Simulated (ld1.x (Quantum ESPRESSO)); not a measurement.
## What one change does to a pseudopotential (iodine, TM)

ld1.x (Quantum ESPRESSO) 7.5 input, shortened:

```
&input
   title='I', zed=53., rel=1, dft='PBE', iswitch=3,
   config='[Kr] 4d10 5s2 5p5'
 /
 &inputp
   pseudotype=2, tm=.true., lloc=2,
   nlcc=.false.
 /
3
5S  1  0   2.00   0.00  1.35  1.35  0.0
5P  2  1   5.00   0.00  1.95  1.95  0.0
4D  3  2  10.00   0.00  0.95  0.95  0.0
 &test
   configts(1)='4d10 5s2 5p5'
 /
```

Change: wave 5p (bound): rc 1.95 bohr becomes 5p (bound): rc 1.56 bohr.

Cutoffs: the cutoffs (Ry, on a coarse ladder) from which the occupation-weighted sum of valence levels, in a spherical-Bessel basis at the reference potential, stays within 10 and 1 mRy of its value at 400 Ry; they do not see the model core or the augmentation charge, which bear on the density cutoff. Errors are all-electron minus pseudo energies relative to the spin-unpolarised reference configuration.

Question: How do hardness, ghosts and transferability respond?

Answer: The potential gets neither clearly harder nor softer (140 Ry and 230 Ry → 140 Ry and 230 Ry); both files keep a bound ghost (p, s); of the 7 tests that both files solve, the error grows in 2 and shrinks in 1 by more than 15 % and 0.3 meV (median size 5.2 → 5.5 meV).

| quantity | base | changed |
| --- | --- | --- |
| cutoff, loose | 140 Ry | 140 Ry |
| cutoff, tight | 230 Ry | 230 Ry |
| loose cutoff by channel (10 mRy a level) | s 45 Ry, p 6 Ry, d 100 Ry | s 45 Ry, p 40 Ry, d 100 Ry |
| bound ghosts | s, p | s, p |
| error for 4d10 5s2 5p4, meV [ΔE 11.13 eV] | -1.8 | -2.7 |
| error for 4d10 5s2 5p3, meV [ΔE 30.98 eV] | -0.8 | -5.5 |
| error for 4d10 5s2 5p2, meV [ΔE 60.31 eV] | +7.5 | -3.2 |
| error for 4d10 5s2 5p4.5, meV [ΔE 4.53 eV] | -1.0 | -1.2 |
| error for 4d9 5s2 5p5, meV [ΔE 58.25 eV] | -283 | -281 |
| error for 4d9 5s2 5p6, meV [ΔE 45.86 eV] | -358 | -314 |
| error for 4d10 5s1 5p5, meV [ΔE 22.11 eV] | -5.2 | -5.9 |

 A true bound ghost makes a file unfit for plane-wave use even where its test errors are small: the radial tests pick states by their node count and pass the ghost by.
